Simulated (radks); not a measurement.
Coulomb parameter of the 4d shell of the silver ion Ag3+ in the model configuration [Kr] 4d7 5p1, as a second difference U = [E(n + 1) + E(n - 1) - 2 E(n)] / (1)^2 with all orbitals relaxed. "Bare": the charge of the atom changes with n. "Screened": the 5p shell takes up the change at fixed total charge, which measures U(4d,4d) + U(5p,5p) - 2 U(4d,5p). Method: Dirac Kohn-Sham, PBE, spin-unpolarised, spherical densities, finite nucleus; open shells are shared between the two j in proportion to 2j + 1; Fermi nuclear charge, rms radius 4.5454 fm; computed with a radial shooting solver on a logarithmic mesh with Libxc functionals.

[
 {"case": "start", "configuration": "[Kr] 4d7 5p1", "E - E(n) (eV)": "0.000"},
 {"case": "bare +1", "configuration": "[Kr] 4d8 5p1", "E - E(n) (eV)": "-41.691"},
 {"case": "bare -1", "configuration": "[Kr] 4d6 5p1", "E - E(n) (eV)": "57.450"},
 {"case": "screened +1", "configuration": "[Kr] 4d8", "E - E(n) (eV)": "-21.663"},
 {"case": "screened -1", "configuration": "[Kr] 4d6 5p2", "E - E(n) (eV)": "25.174"}
]

U(bare) = 15.759 eV, U(screened by 5p) = 3.511 eV.
